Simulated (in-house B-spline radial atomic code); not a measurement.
Results of a calculation; reference values are marked as such.
## Two electrons in Ge: a spherical dot of radius 18.3 nm with hard walls

For Ge the NSM archive of the Ioffe Institute lists m_l = 1.6 m0, m_t = 0.08 m0 and ε = 16.2; the model takes one isotropic valley with the conductivity mass 3/(1/m_l + 2/m_t) = 0.117 m0, and so misses anisotropy and the other valleys. All triplets below are those of one valley; with several valleys two electrons can form a triplet in the 1s orbital itself, at an energy set by the valley splitting.

Effective-mass model with parabolic bands, a uniform dielectric constant, no image charges, no central-cell or spin-orbit terms. Two-electron levels come from full CI in B-splines with partial waves to l = 5 (up to 0.001 effective hartree above the limit).

(1) What are the effective units, and what is the potential in them?

In these units the lowest s and p orbitals lie at 0.789568 and 1.615258, and their Coulomb and exchange integrals are J_ss = 0.714429, J_sp = 0.647871 and K_sp = 0.1439. (For an empty sphere J_ss = 1.786/R.) Full CI gives 2.235084 for the ground singlet, 2.895841 for the sp triplet, 3.132632 for the sp singlet and 4.533452 for the lowest triplet of two s orbitals.

(2) What does it cost to add the second electron, to first order and exactly?

(3) How far above the singlet do the triplets lie?

Answers

(1) Ha* = 27211.386 meV × 0.117/16.2² = 12.13 meV and a* = 0.0529177 nm × 16.2/0.117 = 7.327 nm. The radius is R = 2.5 a*. The one-electron levels are π²/2R² = 0.7896 and 4.4934²/2R² = 1.6153 Ha*.

(2) To first order E = 2ε_s + J_ss = 2.293566, so the charging energy E(2) − 2E(1) is J_ss = 8.667 meV. CI gives 2.235084 − 2 × (0.789568) = 0.655947, or 7.957 meV: relaxation and correlation lower it by 0.7095 meV, 8.2 % of J_ss. The s² configuration of one-electron orbitals holds 97.5 % of the state, and the mean radius is 9.51 nm.

(3) To first order the sp triplet lies at ε_s + ε_p + J_sp − K_sp = 2.908836, which is 7.464 meV above 2ε_s + J_ss. CI gives 2.895841 − (2.235084) = 0.660757, or 8.016 meV, 80 % of the orbital spacing of 10.02 meV. The ss triplet lies 27.88 meV up, so the lower of the two is the sp one, and its gap equals k_BT at 93 K. The sp singlet-triplet splitting is 2.873 meV, against 2K_sp = 3.49 meV.
